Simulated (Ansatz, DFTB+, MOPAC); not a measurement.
System: CHS2, charge 1, multiplicity 1. SMILES: C(=S)=[SH+]

Atoms: S1, C2, S3, H4. Bonds: S1-C2, C2-S3, S3-H4.

Bond lengths (Å) and angles (degrees) optimised at PM3 with MOPAC; MNDO with MOPAC; SCC-DFTB with DFTB+; B3LYP/LANL2DZ with Ansatz (a quantum-chemistry and plane-wave program), each started from the B3LYP-D3(BJ)/def2-TZVP structure (Ansatz) of the last column. A row stands for all coordinates that are equal there. No wavenumbers were computed at MNDO, SCC-DFTB, B3LYP/LANL2DZ, so these may be saddle points.

```csv
coordinate,PM3,MNDO,SCC-DFTB,B3LYP/LANL2DZ,B3LYP-D3(BJ)/def2-TZVP
S1-C2,1.411,1.451,1.523,1.548,1.501
C2-S3,1.601,1.581,1.631,1.692,1.639
S3-H4,1.324,1.316,1.361,1.391,1.359
S1-C2-S3,173.1,174.9,172.3,173.8,175.3
C2-S3-H4,103.0,102.0,103.2,96.8,94.1
```

Mean signed difference of all 3 bond lengths from B3LYP-D3(BJ)/def2-TZVP: PM3 -0.055 Å, MNDO -0.050 Å, SCC-DFTB 0.005 Å, B3LYP/LANL2DZ 0.044 Å.
